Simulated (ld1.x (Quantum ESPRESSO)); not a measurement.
## u(r) = r·R(r): atom against pseudo-atom (bismuth (Bi))

Columns: radius, all-electron u(r) and pseudo u(r) of the 6p shell (level -4.77 eV) of bismuth in the configuration [Xe] 4f14 5d10 6s2 6p3; LDA (PZ), scalar-relativistic, ultrasoft scheme, ld1.x (Quantum ESPRESSO) 7.5.

| r (bohr) | all-electron | pseudo |
| --- | --- | --- |
| 0.128 | -0.1275 | 0.0059 |
| 0.255 | 0.1367 | 0.0231 |
| 0.382 | 0.1332 | 0.0509 |
| 0.510 | -0.0818 | 0.0882 |
| 0.638 | -0.2459 | 0.1332 |
| 0.765 | -0.2890 | 0.1835 |
| 0.893 | -0.2351 | 0.2377 |
| 1.020 | -0.1263 | 0.2930 |
| 1.148 | 0.0051 | 0.3481 |
| 1.275 | 0.1357 | 0.4005 |
| 1.402 | 0.2549 | 0.4491 |
| 1.530 | 0.3581 | 0.4933 |
| 1.658 | 0.4428 | 0.5319 |
| 1.785 | 0.5090 | 0.5642 |
| 1.912 | 0.5591 | 0.5904 |
| 2.040 | 0.5952 | 0.6108 |
| 2.168 | 0.6190 | 0.6253 |
| 2.295 | 0.6324 | 0.6342 |
| 2.422 | 0.6374 | 0.6376 |
| 2.550 | 0.6354 | 0.6354 |
| 2.678 | 0.6280 | 0.6280 |
| 2.805 | 0.6162 | 0.6162 |
| 2.932 | 0.6009 | 0.6009 |
| 3.060 | 0.5830 | 0.5830 |
| 3.188 | 0.5631 | 0.5631 |
| 3.315 | 0.5420 | 0.5420 |

Q: How many radial nodes do the two functions have?

A: The all-electron 6p function has n − l − 1 = 4 (the table is too coarse to show those close to the nucleus); the pseudo-wave has 0, since the states of the same l below it are removed with the core.

Q: At about which radius was the pseudo-wave matched?

A: 2.55 bohr. The columns agree to 0.0005 from 2.42 bohr on; several derivatives are matched, so the curves merge somewhat inside the radius.

Q: Is the pseudo-wave norm-conserving?

A: No, it belongs to an ultrasoft set: the norm inside the radius is not constrained, and the difference is carried by the augmentation charge.
